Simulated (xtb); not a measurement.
Si(NHSiH3)(Cl)3 (Cl3H4NSi2), SMILES Cl[Si](Cl)(N[SiH3])Cl. All values are semi-empirical tight-binding results from xtb (GFN2-xTB unless named), good for trends rather than for accurate numbers. The structure is a stationary point at GFN2-xTB. Other conformers were not sampled.

Optimised geometry:

```xyz
10

Si    -2.4715     0.0335     1.1548
N     -0.9226     0.7524     0.7685
Si     0.3780     0.0890    -0.1343
Cl     0.9871    -1.6315     0.7104
Cl     1.8651     1.4487    -0.1286
Cl    -0.1989    -0.3053    -2.0235
H     -2.2214    -1.2180     1.8664
H     -3.1987    -0.2144    -0.0899
H     -3.1183     1.0427     1.9888
H     -0.8004     1.7034     1.0752
```

Computed properties:
```yaml
orbital_gap: 5.56 eV
dipole_moment: 2.60 D
zero_point_energy: 27.8 kcal/mol
G − E(el) at 298.15 K (modified RRHO): 4.5 kcal/mol
static polarisability (D4 model): 108.0 bohr³
solvation energy, GFN2-xTB/ALPB(water): -1.0 kcal/mol
solvation energy, GFN2-xTB/ALPB(ch2cl2): -5.2 kcal/mol
```

Give the atomic charges and the Wiberg bond orders between heavy atoms. (Estimate from the structure and the level; the computed values follow.)

charges (e) Si1 0.49, N2 -0.43, Si3 0.59, Cl4 -0.19, Cl5 -0.20, Cl6 -0.19, H7 -0.08, H8 -0.08, H9 -0.09, H10 0.17. Bond orders Si1–N2 0.96, N2–Si3 1.12, Si3–Cl4 1.09, Si3–Cl5 1.07, Si3–Cl6 1.09.
